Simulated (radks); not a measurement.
Results of a calculation; reference values are marked as such.
Q: Coherent X-ray form factor from a spherical all-electron density. Code: a radial shooting solver on a logarithmic mesh with Libxc functionals. Model: scalar-relativistic Kohn-Sham, OLYP, spin-unpolarised, spherical densities, point nucleus.

sin(theta)/lambda (1/angstrom),f0 (electrons)
0.05,74.390
0.1,72.644
0.15,69.992
0.2,66.736
0.25,63.179
0.3,59.569
0.4,52.801
0.5,47.026
0.6,42.205
0.8,34.531
1,28.504
1.25,22.795
1.5,18.921
2,14.705

The species is in the configuration that NIST lists as its ground one. Which atom or ion scatters so?

A: The gold ion Au4+, [Xe] 4f14 5d7. Extrapolating in s^2 from the first two rows gives f0(0) = 75.0, near the electron count 75; among species with that count, the fall with angle is slower the higher Z, and the table is that of Z = 79; from so few rows the species is fixed only to a neighbour or two.
